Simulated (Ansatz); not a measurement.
Species: sum formula H$_{5}$BNO$_{2}$ (charge +1, singlet). It need not be the lowest isomer of its formula. 
Geometry from a B3LYP-D3(BJ)/def2-TZVP (Ansatz, a quantum-chemistry and plane-wave program) optimisation:
```xyz
9

N     -0.9303    -1.0239    -0.0969
B      0.1234     0.1339     0.0112
O     -0.4071     1.2323     0.5434
O      1.3155    -0.2359    -0.4510
H     -1.2549    -1.3143     0.8300
H     -0.5409    -1.8434    -0.5682
H     -1.7629    -0.7201    -0.6094
H      0.1266     2.0255     0.6733
H      2.0594     0.3787    -0.4422
```
Charge +1, spin multiplicity 1.

Parts of the frozen-core correlation energy in STO-3G (Ansatz, hartree). Frozen orbitals: 4; correlated occupied orbitals by spin: 12 and 12; virtual: 9 and 9. No spin-orbit coupling. Non-relativistic.

```csv
term,value
reference (HF),-228.68523
MP2 opposite-spin,-0.14868
MP2 same-spin,-0.03137
CCSD correlation,-0.21713
(T),-0.00684
T1 diagnostic,0.016
largest doubles amplitude,0.066
```
